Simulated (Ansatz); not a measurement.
```yaml
atoms:
  - { symbol: Si, position_ang: [0.0000, 0.0000, 0.0000] }
  - { symbol: C, position_ang: [0.0000, 0.0000, 5.2360] }
```

Basis set: pcseg-2 (spherical functions). Charge 0, multiplicity 3.

Computed with Ansatz (development build ahead of 0.2.0); each method stands on the lowest determinant of its kind that the runs found.

Question: Give the atomization energy at this shape (free ground-state atoms in the same class of orbitals less the molecule, no zero-point energy) of triplet SiC in separate pieces by PBE0 (unrestricted), UHF.

Answer:

| method | atomization energy |
| --- | --- |
| PBE0 (unrestricted) | -0.26 eV |
| UHF | -0.35 eV |

Caution: the shape is not the minimum; the unrestricted determinant is a mixture of spin states. Caution for PBE0 (unrestricted): charge can spread falsely over distant fragments.
